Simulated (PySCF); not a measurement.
Au2 (SMILES [Au][Au]), singlet, geometry from GFN2-xTB (such geometries of metal compounds can be far from the true shape) (core potentials on Au), with bond 2-1 at 2.0 times its length. Base run: M062X/def2-SV(P) in PySCF.

Here is a job for PySCF.
```python
from pyscf import gto, scf, dft

mol = gto.M(
    atom='''
Au   -0.000000   -0.000000   -1.248439
Au    0.000000    0.000000    3.745317
''',
    basis='def2-sv(p)',
    ecp={'Au': 'def2-sv(p)'},
    charge=0,
    spin=0,
    verbose=4,
)

mf = dft.RKS(mol)
mf.xc = 'm062x'
mf.kernel()
```

The base run was repeated with changes; each row names its change, and settings that it needs were set with it.

| change | ΔE vs base (mEh) | SCF cycles | outcome |
|---|---|---|---|
| base | 0.000 | 10 | converged |
| init_guess = huckel | 0.000 | 8 | converged |
| diis = off (with mf.max_cycle = 100) | - | 100 | not converged |
| diis = off; damp = 0.3 (with mf.diis_start_cycle = 200; with mf.max_cycle = 150) | 0.000 | 15 | converged |
| conv_tol_grad = 1e-3 | 0.000 | 10 | converged |
| conv_tol = 1e-11 | 0.000 | 13 | converged |
| level_shift = 0.5 (with mf.max_cycle = 100) | 0.000 | 21 | converged |
| conv_tol = 1e-12 | 0.000 | 13 | converged |
| init_guess = vsap | - | - | input refused |
| level_shift = 0.3 (with mf.max_cycle = 100) | 0.000 | 16 | converged |
| diis = off; damp = 0.6 (with mf.diis_start_cycle = 200; with mf.max_cycle = 150) | 0.000 | 26 | converged |
| level_shift = 1.0 (with mf.max_cycle = 100) | 0.000 | 34 | converged |
| solver = newton; init_guess = 1e | 3498.6 | - | another SCF solution |

A guess, shift, damping, solver or small numerical setting can't move a converged solution much, so rows marked as another SCF solution ended in a different state.

- init_guess = vsap: ended with `AssertionError: ECP or PP not supported`
